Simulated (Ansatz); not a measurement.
Born–Oppenheimer molecular dynamics of a periodic cell of 21 atoms, GeH4W16 (surface W(110), adsorbate GeH4, incident energy 1.5 eV, 0° from the normal). It starts from an unrelaxed structure (largest force component 0.58 eV/Å).

The calculation used Ansatz, DFT PBE-D3(BJ), scalar-relativistic, plane waves, PAW. Settings: accuracy low, PAW set soft_1, cutoff 420 eV, k mesh 3x4x1, fermi-dirac smearing 0.05 eV, no spin polarisation.

| Item | Value |
| --- | --- |
| ensemble | NVE (velocity Verlet) |
| time step | 0.5 fs |
| steps asked | 320 |
| starting velocities | zero, but for any typed in the input |
| atoms held | 1 to 4 |
| seed | 109539 |

Frames 0.5 fs apart, positions in Å, forces in eV/Å.

Velocities at 145 fs (Å/ps):

```
W 0.00 0.00 0.00
W 0.00 0.00 0.00
W 0.00 0.00 0.00
W 0.00 0.00 0.00
W 0.00 0.01 0.15
W 0.00 0.00 0.16
W 0.00 0.00 0.14
W 0.00 -0.01 0.14
W -0.01 0.01 -0.93
W 0.01 -0.01 -0.97
W 0.01 -0.01 -0.95
W -0.02 0.01 -0.98
W 0.04 -0.01 -0.36
W 0.04 -0.01 -0.14
W 0.05 0.03 -0.38
W 0.01 0.02 -0.48
Ge -0.29 -0.04 -21.36
H -6.26 2.17 -35.49
H -2.31 2.09 -18.10
H -3.96 2.59 -12.52
H 11.35 -8.26 -22.98
```

```xyz
21
Lattice="6.3200 0.0000 0.0000 3.1600 4.4689 0.0000 0.0000 0.0000 22.7034" Properties=species:S:1:pos:R:3:forces:R:3 time_fs=145 energy_less_start_eV=-0.392 T=861
W 0.000 2.235 1.000 0.00 -0.02 0.19
W 3.160 2.235 1.000 0.00 0.01 0.19
W 1.580 4.469 1.000 -0.01 0.01 0.15
W 4.740 4.469 1.000 0.00 -0.01 0.15
W 0.000 0.000 3.206 0.00 0.01 -0.43
W 3.160 0.000 3.206 0.00 0.00 -0.42
W 1.580 2.234 3.206 0.00 0.00 -0.44
W 4.740 2.234 3.206 0.00 -0.01 -0.45
W 0.000 2.235 5.429 0.00 0.02 0.66
W 3.160 2.234 5.429 0.01 -0.01 0.61
W 1.580 4.469 5.429 0.02 -0.02 0.62
W 4.740 4.469 5.429 -0.03 0.01 0.59
W 0.001 0.000 7.649 0.03 -0.01 -0.40
W 3.161 0.000 7.651 0.02 0.01 0.02
W 1.581 2.235 7.648 0.04 0.05 -0.41
W 4.740 2.235 7.646 0.02 0.02 -0.49
Ge 2.393 1.071 11.028 -0.10 -0.06 -0.10
H 3.346 0.083 10.293 0.02 -0.04 -0.11
H 2.724 2.490 10.546 0.01 0.11 -0.01
H 0.954 0.734 10.614 -0.11 -0.02 0.03
H 2.543 0.962 12.559 0.08 -0.06 0.05
21
Lattice="6.3200 0.0000 0.0000 3.1600 4.4689 0.0000 0.0000 0.0000 22.7034" Properties=species:S:1:pos:R:3:forces:R:3 time_fs=145.5 energy_less_start_eV=-0.395 T=862
W 0.000 2.235 1.000 0.00 -0.02 0.19
W 3.160 2.235 1.000 0.00 0.01 0.19
W 1.580 4.469 1.000 -0.01 0.01 0.15
W 4.740 4.469 1.000 0.00 -0.01 0.14
W 0.000 0.000 3.206 0.00 0.01 -0.43
W 3.160 0.000 3.206 0.00 0.00 -0.42
W 1.580 2.234 3.206 0.00 0.00 -0.45
W 4.740 2.234 3.206 0.00 -0.01 -0.45
W 0.000 2.235 5.429 0.00 0.03 0.67
W 3.160 2.234 5.428 0.01 -0.01 0.62
W 1.580 4.469 5.428 0.02 -0.02 0.63
W 4.740 4.469 5.428 -0.04 0.01 0.60
W 0.001 0.000 7.649 0.03 -0.01 -0.40
W 3.161 0.000 7.651 0.02 0.01 0.03
W 1.581 2.235 7.648 0.04 0.05 -0.42
W 4.740 2.235 7.646 0.02 0.02 -0.50
Ge 2.393 1.071 11.017 -0.11 -0.06 -0.10
H 3.343 0.085 10.275 0.02 -0.04 -0.11
H 2.723 2.491 10.537 0.01 0.10 -0.01
H 0.952 0.735 10.608 -0.10 -0.02 0.03
H 2.549 0.958 12.548 0.08 -0.06 0.05
21
Lattice="6.3200 0.0000 0.0000 3.1600 4.4689 0.0000 0.0000 0.0000 22.7034" Properties=species:S:1:pos:R:3:forces:R:3 time_fs=146 energy_less_start_eV=-0.397 T=863
W 0.000 2.235 1.000 0.00 -0.02 0.19
W 3.160 2.235 1.000 0.00 0.01 0.19
W 1.580 4.469 1.000 -0.01 0.01 0.15
W 4.740 4.469 1.000 0.00 -0.01 0.14
W 0.000 0.000 3.206 0.00 0.01 -0.44
W 3.160 0.000 3.206 0.00 0.00 -0.43
W 1.580 2.234 3.206 0.00 0.00 -0.46
W 4.740 2.234 3.206 0.00 -0.01 -0.46
W 0.000 2.235 5.428 0.00 0.03 0.68
W 3.160 2.234 5.428 0.01 -0.01 0.63
W 1.580 4.469 5.428 0.02 -0.02 0.63
W 4.740 4.469 5.428 -0.04 0.01 0.60
W 0.001 0.000 7.649 0.03 -0.01 -0.41
W 3.161 0.000 7.651 0.02 0.01 0.04
W 1.581 2.235 7.648 0.04 0.05 -0.43
W 4.740 2.235 7.646 0.03 0.02 -0.51
Ge 2.393 1.071 11.007 -0.12 -0.06 -0.11
H 3.340 0.085 10.257 0.02 -0.04 -0.11
H 2.722 2.493 10.528 0.01 0.10 0.00
H 0.950 0.736 10.601 -0.10 -0.02 0.04
H 2.554 0.954 12.536 0.08 -0.06 0.05
21
Lattice="6.3200 0.0000 0.0000 3.1600 4.4689 0.0000 0.0000 0.0000 22.7034" Properties=species:S:1:pos:R:3:forces:R:3 time_fs=146.5 energy_less_start_eV=-0.400 T=865
W 0.000 2.235 1.000 0.00 -0.02 0.20
W 3.160 2.235 1.000 0.00 0.01 0.19
W 1.580 4.469 1.000 -0.01 0.01 0.15
W 4.740 4.469 1.000 0.00 -0.01 0.14
W 0.000 0.000 3.206 0.00 0.01 -0.44
W 3.160 0.000 3.206 0.00 0.00 -0.43
W 1.580 2.234 3.206 0.00 0.00 -0.46
W 4.740 2.234 3.206 0.00 -0.01 -0.47
W 0.000 2.235 5.428 0.00 0.03 0.69
W 3.160 2.234 5.427 0.01 -0.01 0.64
W 1.580 4.469 5.428 0.03 -0.02 0.64
W 4.740 4.469 5.427 -0.04 0.01 0.61
W 0.001 0.000 7.649 0.03 -0.01 -0.42
W 3.161 0.000 7.651 0.01 0.01 0.06
W 1.581 2.235 7.648 0.04 0.06 -0.44
W 4.740 2.235 7.646 0.03 0.02 -0.51
Ge 2.393 1.071 10.996 -0.12 -0.06 -0.12
H 3.337 0.086 10.238 0.02 -0.04 -0.11
H 2.721 2.494 10.519 0.00 0.09 0.00
H 0.947 0.738 10.595 -0.09 -0.02 0.04
H 2.561 0.949 12.525 0.09 -0.06 0.04
21
Lattice="6.3200 0.0000 0.0000 3.1600 4.4689 0.0000 0.0000 0.0000 22.7034" Properties=species:S:1:pos:R:3:forces:R:3 time_fs=147 energy_less_start_eV=-0.403 T=866
W 0.000 2.235 1.000 0.00 -0.02 0.20
W 3.160 2.235 1.000 0.00 0.01 0.19
W 1.580 4.469 1.000 -0.01 0.01 0.15
W 4.740 4.469 1.000 0.00 -0.01 0.14
W 0.000 0.000 3.206 0.00 0.01 -0.45
W 3.160 0.000 3.206 0.00 0.00 -0.43
W 1.580 2.234 3.206 0.00 -0.01 -0.47
W 4.740 2.234 3.206 0.00 -0.01 -0.47
W 0.000 2.235 5.427 0.00 0.03 0.70
W 3.160 2.234 5.427 0.01 -0.01 0.65
W 1.580 4.469 5.427 0.03 -0.02 0.65
W 4.740 4.469 5.427 -0.04 0.01 0.62
W 0.001 0.000 7.649 0.03 -0.01 -0.42
W 3.161 0.000 7.651 0.01 0.02 0.07
W 1.581 2.235 7.648 0.04 0.06 -0.44
W 4.740 2.235 7.645 0.03 0.02 -0.52
Ge 2.393 1.071 10.985 -0.13 -0.06 -0.13
H 3.334 0.087 10.219 0.01 -0.03 -0.11
H 2.720 2.496 10.510 0.00 0.07 0.00
H 0.944 0.739 10.589 -0.07 -0.01 0.04
H 2.567 0.944 12.514 0.09 -0.06 0.03
21
Lattice="6.3200 0.0000 0.0000 3.1600 4.4689 0.0000 0.0000 0.0000 22.7034" Properties=species:S:1:pos:R:3:forces:R:3 time_fs=147.5 energy_less_start_eV=-0.406 T=867
W 0.000 2.235 1.000 0.00 -0.02 0.20
W 3.160 2.235 1.000 0.00 0.01 0.19
W 1.580 4.469 1.000 -0.01 0.01 0.15
W 4.740 4.469 1.000 0.00 -0.01 0.14
W 0.000 0.000 3.206 0.00 0.01 -0.45
W 3.160 0.000 3.206 0.00 0.00 -0.44
W 1.580 2.234 3.206 0.00 -0.01 -0.47
W 4.740 2.234 3.206 0.00 -0.01 -0.48
W 0.000 2.235 5.427 0.00 0.03 0.71
W 3.160 2.234 5.426 0.01 -0.01 0.66
W 1.580 4.469 5.427 0.03 -0.02 0.65
W 4.740 4.469 5.426 -0.04 0.01 0.62
W 0.001 0.000 7.648 0.03 -0.01 -0.43
W 3.161 0.000 7.651 0.01 0.02 0.09
W 1.581 2.235 7.647 0.04 0.06 -0.45
W 4.740 2.235 7.645 0.03 0.02 -0.53
Ge 2.393 1.071 10.975 -0.14 -0.06 -0.14
H 3.331 0.088 10.200 0.01 -0.03 -0.11
H 2.719 2.498 10.501 0.00 0.06 0.01
H 0.941 0.740 10.584 -0.06 -0.01 0.05
H 2.574 0.940 12.503 0.09 -0.06 0.02
21
Lattice="6.3200 0.0000 0.0000 3.1600 4.4689 0.0000 0.0000 0.0000 22.7034" Properties=species:S:1:pos:R:3:forces:R:3 time_fs=148 energy_less_start_eV=-0.409 T=869
W 0.000 2.235 1.000 0.00 -0.02 0.20
W 3.160 2.235 1.000 0.00 0.01 0.19
W 1.580 4.469 1.000 -0.01 0.01 0.15
W 4.740 4.469 1.000 0.00 -0.01 0.14
W 0.000 0.000 3.206 0.00 0.01 -0.45
W 3.160 0.000 3.207 0.00 0.00 -0.44
W 1.580 2.234 3.206 0.00 -0.01 -0.48
W 4.740 2.234 3.206 0.00 -0.01 -0.48
W 0.000 2.235 5.427 0.00 0.03 0.72
W 3.160 2.234 5.426 0.01 -0.01 0.66
W 1.580 4.469 5.426 0.03 -0.02 0.66
W 4.740 4.469 5.426 -0.04 0.01 0.63
W 0.001 0.000 7.648 0.03 -0.01 -0.43
W 3.161 0.000 7.651 0.01 0.02 0.11
W 1.581 2.235 7.647 0.04 0.06 -0.45
W 4.740 2.235 7.645 0.03 0.02 -0.54
Ge 2.392 1.071 10.964 -0.15 -0.05 -0.15
H 3.328 0.088 10.181 0.00 -0.02 -0.10
H 2.718 2.501 10.492 -0.01 0.04 0.01
H 0.938 0.741 10.578 -0.04 -0.01 0.06
H 2.580 0.935 12.492 0.09 -0.06 0.01
21
Lattice="6.3200 0.0000 0.0000 3.1600 4.4689 0.0000 0.0000 0.0000 22.7034" Properties=species:S:1:pos:R:3:forces:R:3 time_fs=148.5 energy_less_start_eV=-0.413 T=870
W 0.000 2.235 1.000 0.00 -0.02 0.20
W 3.160 2.235 1.000 0.00 0.01 0.19
W 1.580 4.469 1.000 -0.01 0.01 0.15
W 4.740 4.469 1.000 0.00 -0.01 0.14
W 0.000 0.000 3.206 0.00 0.02 -0.46
W 3.160 0.000 3.207 0.00 0.00 -0.45
W 1.580 2.234 3.206 0.01 -0.01 -0.48
W 4.740 2.234 3.206 0.00 -0.01 -0.49
W 0.000 2.235 5.426 0.00 0.03 0.73
W 3.160 2.234 5.426 0.01 -0.01 0.67
W 1.580 4.469 5.426 0.03 -0.02 0.67
W 4.740 4.469 5.425 -0.05 0.01 0.63
W 0.001 0.000 7.648 0.03 -0.01 -0.44
W 3.161 0.000 7.651 0.00 0.02 0.13
W 1.581 2.235 7.647 0.04 0.07 -0.46
W 4.740 2.235 7.644 0.03 0.02 -0.54
Ge 2.392 1.071 10.953 -0.15 -0.05 -0.16
H 3.325 0.089 10.162 0.00 -0.02 -0.10
H 2.717 2.503 10.482 -0.01 0.02 0.02
H 0.935 0.742 10.572 -0.03 0.00 0.06
H 2.587 0.930 12.481 0.09 -0.06 -0.01
21
Lattice="6.3200 0.0000 0.0000 3.1600 4.4689 0.0000 0.0000 0.0000 22.7034" Properties=species:S:1:pos:R:3:forces:R:3 time_fs=149 energy_less_start_eV=-0.416 T=872
W 0.000 2.235 1.000 0.00 -0.02 0.20
W 3.160 2.235 1.000 0.00 0.02 0.19
W 1.580 4.469 1.000 -0.01 0.01 0.14
W 4.740 4.469 1.000 0.00 -0.01 0.14
W 0.000 0.000 3.206 0.00 0.02 -0.46
W 3.160 0.000 3.207 0.00 0.00 -0.45
W 1.580 2.234 3.206 0.01 -0.01 -0.49
W 4.740 2.234 3.206 0.00 -0.01 -0.49
W 0.000 2.235 5.426 0.00 0.04 0.74
W 3.160 2.234 5.425 0.01 -0.01 0.68
W 1.580 4.469 5.425 0.03 -0.02 0.67
W 4.740 4.469 5.425 -0.05 0.01 0.64
W 0.001 0.000 7.648 0.04 -0.01 -0.45
W 3.161 0.000 7.650 0.00 0.03 0.15
W 1.581 2.235 7.647 0.04 0.07 -0.47
W 4.740 2.235 7.644 0.03 0.02 -0.55
Ge 2.392 1.071 10.942 -0.16 -0.05 -0.17
H 3.322 0.089 10.142 -0.01 -0.01 -0.09
H 2.715 2.505 10.473 -0.02 0.01 0.02
H 0.932 0.743 10.567 -0.01 0.00 0.07
H 2.595 0.924 12.470 0.09 -0.07 -0.02
21
Lattice="6.3200 0.0000 0.0000 3.1600 4.4689 0.0000 0.0000 0.0000 22.7034" Properties=species:S:1:pos:R:3:forces:R:3 time_fs=149.5 energy_less_start_eV=-0.420 T=874
W 0.000 2.235 1.000 0.00 -0.02 0.20
W 3.160 2.235 1.000 0.00 0.02 0.20
W 1.580 4.469 1.000 -0.01 0.02 0.14
W 4.740 4.469 1.000 0.00 -0.01 0.14
W 0.000 0.000 3.206 0.00 0.02 -0.47
W 3.160 0.000 3.207 0.00 0.00 -0.45
W 1.580 2.234 3.206 0.01 -0.01 -0.49
W 4.740 2.234 3.206 0.00 -0.01 -0.50
W 0.000 2.235 5.425 0.00 0.04 0.75
W 3.160 2.234 5.425 0.01 -0.01 0.68
W 1.580 4.469 5.425 0.04 -0.02 0.68
W 4.740 4.469 5.425 -0.05 0.01 0.64
W 0.001 0.000 7.647 0.04 -0.01 -0.45
W 3.161 0.000 7.650 0.00 0.03 0.17
W 1.581 2.235 7.646 0.04 0.07 -0.47
W 4.740 2.235 7.644 0.04 0.02 -0.56
Ge 2.392 1.071 10.932 -0.17 -0.05 -0.18
H 3.320 0.090 10.122 -0.02 0.00 -0.09
H 2.714 2.507 10.465 -0.02 -0.01 0.03
H 0.928 0.744 10.562 0.01 0.00 0.07
H 2.602 0.919 12.459 0.09 -0.07 -0.04
```

Of the whole run (160 fs, mean temperature of the second half 829 K): The conserved energy stayed within 0.0018 meV per atom of its start (net change -0.0018 meV per atom), so the integration is sound. A run of 0.16 ps of so small a system gives no equilibrium averages. Limits of this set-up: coarse k mesh, slab without dipole correction, a typed lattice constant that wasn't relaxed here, low accuracy level.

The run took 61 min on 4 threads of AMD EPYC 7R43 64-Core Processor (Zen 3), with other jobs on the host, peak memory 2.6 GiB.
